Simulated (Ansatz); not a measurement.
Ansatz (an electronic-structure program) input (wB97X/def2-TZVPD):

Ansatz 0.2 input:
```yaml
crystal:
  periodic: [false, false, false]
  atoms:
    - {symbol: Ga, position_ang: [0.00000000, 0.00000000, 0.00000000]}
    - {symbol: O, position_ang: [-0.00000000, -0.00000000, -1.69587201]}
    - {symbol: O, position_ang: [0.00000000, 0.00000000, 1.69587201]}
basis:
  gaussian:
    orbitals: def2-TZVPD
hamiltonian:
  xc: {name: wB97X}
magnetization: {spin_polarized: true, initial_magnetization: 1}
```

End of the output:

```
integrals: 0.07 GiB planned
778 factors; their error is unknown
integrals: 0.10 GiB planned
200 factors; integrals over basis functions are off by at most 5.4e-5 eV
mean field: 0.84 GiB planned
mean field evaluation 1: about -56463.3347 eV, gradient 4.6e1 eV
mean field evaluation 2: about -56455.4592 eV, gradient 7.0e1 eV
mean field evaluation 4: about -56470.7119 eV, gradient 1.7e0 eV
mean field evaluation 8: about -56470.7318 eV, gradient 5.0e-2 eV
mean field evaluation 16: about -56470.8390 eV, gradient 6.8e-5 eV
mean field evaluation 32: about -56470.7311 eV, gradient 8.0e-2 eV
mean field -56470.86607929 eV, -2075.2660510861 hartree, gradient 1.7e-5 eV, S^2 0.775674; 6 other end points of the search recorded, 0 dependent functions left out
reference -56470.86603991 eV, -2075.2660496390 hartree; 24, 23 occupied and 110, 111 virtual orbitals, 778 factors
Total energy: -56470.86603991 eV, -2075.2660496390 hartree
```

It need not be the lowest isomer of its formula.
